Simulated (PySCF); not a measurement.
F2H4Si2.

```xyz
8

Si    -1.7378     0.0709     0.0000
Si     0.5608    -0.3805     0.0000
F      1.2334     0.3139    -1.3064
F      1.2334     0.3139     1.3064
H     -1.9517     1.5430     0.0000
H     -2.3613    -0.5246    -1.2137
H     -2.3613    -0.5246     1.2137
H      0.9520    -1.8097     0.0000
```

Geometry: TPSSh-D3(BJ)/def2-SVP.

Calculation: PBE0/pcSseg-1 (PySCF). Non-relativistic, no solvent.

Computed absolute GIAO shielding of each atom: isotropic value and principal components (ppm):
| atom | σ(iso) | σ11 | σ22 | σ33 | span |
|---|---|---|---|---|---|
| Si1 | 463.9 | 461.1 | 464.9 | 465.7 | 4.6 |
| Si2 | 332.0 | 284.7 | 323.6 | 387.9 | 103.2 |
| F3 | 323.4 | 217.7 | 337.5 | 415.0 | 197.3 |
| F4 | 323.4 | 217.7 | 337.5 | 415.0 | 197.3 |
| H5 | 27.8 | 24.8 | 25.6 | 32.9 | 8.1 |
| H6 | 28.0 | 25.0 | 25.8 | 33.1 | 8.1 |
| H7 | 28.0 | 25.0 | 25.8 | 33.1 | 8.1 |
| H8 | 25.7 | 22.8 | 23.0 | 31.2 | 8.4 |
